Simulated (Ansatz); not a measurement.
Geometry optimisation, Ansatz, RKS B3LYP-D4/def2-SVP.

Input file:

```yaml
crystal:
  periodic: [false, false, false]
  atoms:
    - { symbol: S, position_ang: [-0.5382, 0.4069, -1.7168] }
    - { symbol: Zn, position_ang: [0.0665, 0.3153, -0.1276] }
    - { symbol: S, position_ang: [0.9003, 0.4684, 1.5816] }
    - { symbol: H, position_ang: [-1.1908, -0.4117, -0.8626] }
    - { symbol: H, position_ang: [0.8121, -0.8525, 1.0841] }
basis:
  gaussian: { orbitals: def2-SVP }
hamiltonian:
  xc: b3lyp
  dispersion: d4
relax:
  f_tol: 0.02
  max_steps: 40
scf:
  lower_state_search: "off"
output:
  orbitals: {}
```

Launched with:

```bash
$ ansatz run input.yaml --threads 1 --pin off --max-ram 2048MiB --backend cpu --events-out ev --progress --plain --runs-dir out
```

Question: Where does it end, and by what steps?

Answer: It converged. The force dipped under the threshold on the way, but the program's further checks kept it going. After 10 steps the energy has fallen by 5.139 eV; H4 moved furthest, 1.07 Å. The start is strongly strained (largest force component 17 eV/Å), so its close contacts needn't be bonds. Parted: Zn2–H4, Zn2–H5.

```
step  energy less start (eV)  largest force component (eV/Å)  accepted
   0                  0.0000                          16.891       yes
   1                 -3.2326                           4.546       yes
   2                 -4.5728                           1.075       yes
   3                 -4.9232                           0.571       yes
   4                 -5.0230                           0.462       yes
   5                 -5.0979                           0.231       yes
   6                 -5.1316                           0.065       yes
   7                 -5.1386                           0.020       yes
   8                 -5.1393                           0.006       yes
   9                 -5.1394                           0.034       yes
  10                 -5.1394                           0.006       yes
```

```xyz
5
Properties=species:S:1:pos:R:3
S -0.732 0.313 -2.077
Zn 0.130 0.327 -0.065
S 1.004 0.373 1.941
H -1.897 -0.224 -1.638
H 1.545 -0.862 1.798
```

Run time: 20 s on 1 CPU thread of a shared host.
